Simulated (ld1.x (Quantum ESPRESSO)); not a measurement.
**Sm, ultrasoft: configuration errors across variants**

```json
{"Element": "Sm (Z = 62)", "Generator": "ld1.x (Quantum ESPRESSO) 7.5", "Type": "ultrasoft", "Functional": "BLYP", "Relativity": "scalar-relativistic", "Frozen core": "[Kr] 4d10", "Valence charge": "16", "Reference configuration": "4f6 5s2 5p6 5d1 6s1 6p0", "Partial waves": "5s (bound): rcut 1.80, rcutus 1.95 bohr; 6s (bound): rcut 1.80, rcutus 1.95 bohr; 5p (bound): rcut 2.20, rcutus 2.70 bohr; 6p (bound, empty): rcut 2.20, rcutus 2.70 bohr; 5d (bound): rcut 2.65, rcutus 3.45 bohr; 5d channel at 0.6 Ry: rcut 2.65, rcutus 3.45 bohr; 4f (bound): rcut 1.15, rcutus 1.50 bohr; 4f channel at 3.45 Ry: rcut 1.15, rcutus 1.50 bohr", "Local potential": "all-electron potential smoothed inside 2.80 bohr (lloc = -2)", "Core correction": "none", "Augmentation charge": "PSQ, inside the norm-conserving radii"}
```

All-electron excitation energies from the reference (eV): (1) 4f6 5s2 5p6 5d0 6s2 6p0 -2.030; (2) 4f6 5s2 5p6 5d0 6s1 6p0 3.859; (3) 4f6 5s2 5p6 5d0 6s0 6p0 15.067; (4) 4f5 5s2 5p6 5d0 6s0 6p0 38.750; (5) 4f6 5s2 5p6 5d0 6s0 6p1 7.078; (6) 4f6 5s2 5p6 5d0 6s0 6p2 3.168; (7) 4f6 5s2 5p6 5d0.5 6s1.5 6p0 -1.042.

The overlap operator is not positive definite (basis up to 400 Ry) in “waves 5s (bound): rcut 1.30, rcutus 1.38 bohr; 6s (bound): rcut 1.30, rcutus 1.38 bohr”. Such files are unfit for use, however small their errors in these radial tests.

Errors AE − PS in meV (a dash: test not solved or not reliable):

| change | (1) | (2) | (3) | (4) | (5) | (6) | (7) | bound ghosts |
| --- | --- | --- | --- | --- | --- | --- | --- | --- |
| base | -5.4 | -8.8 | -12 | +119 | +12 | +11 | -0.9 | none |
| waves 5s (bound): rcut 1.30, rcutus 1.38 bohr; 6s (bound): rcut 1.30, rcutus 1.38 bohr | +0.2 | -2.0 | -6.4 | +286 | +12 | +11 | +0.3 | not determined (overlap not positive) |
| waves 5s (bound): rcut 1.58, rcutus 1.68 bohr; 6s (bound): rcut 1.58, rcutus 1.68 bohr | -1.0 | -6.0 | -16 | +152 | +11 | +12 | 0.0 | none |
| waves 5s (bound): rcut 1.80, rcutus 1.94 bohr; 6s (bound): rcut 1.80, rcutus 1.94 bohr | -5.4 | -8.8 | -12 | +119 | +12 | +11 | -0.9 | none |
| waves 5s (bound): rcut 1.80, rcutus 2.66 bohr; 6s (bound): rcut 1.80, rcutus 2.66 bohr | -10 | +8.4 | -121 | +409 | -40 | -23 | -2.0 | none |
| waves 5s (bound): rcut 1.80, rcutus 2.84 bohr; 6s (bound): rcut 1.80, rcutus 2.84 bohr | – | – | – | – | – | – | – | none |

Give the same row for: waves 5s (bound): rcut 1.80, rcutus 2.24 bohr; 6s (bound): rcut 1.80, rcutus 2.24 bohr.

-0.4, -6.3, -18, +83, +11, +11, +0.2; bound ghosts: none.
